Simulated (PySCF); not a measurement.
ZnI, SMILES [Zn][I] (connectivity only; charge and spin as stated), neutral, multiplicity 2.

The structure is a stationary point at B3LYP-D3(BJ)/def2-TZVP. The spin state was assumed, not searched. The def2 effective core potentials stand for the cores of I; spin–orbit coupling is left out.

These are PySCF with ωB97X/def2-TZVPD values and carry that method's errors.

Q: Estimate the frontier levels, dipole moment and polarisability. (Estimate from the structure and the level; the computed values follow.)

A: 
The α spin, highest occupied and lowest empty level is -8.26 and 0.52 eV, the β spin, highest occupied and lowest empty level is -9.61 and -2.20 eV and the dipole moment is 2.52 D. The mean static polarisability is 75.6 bohr³ (11.21 Å³) and the polarisability, principal values comes out as 61.8, 61.8, 103.2 bohr³. The ⟨S²⟩ comes out as 0.757 (pure state 0.75).
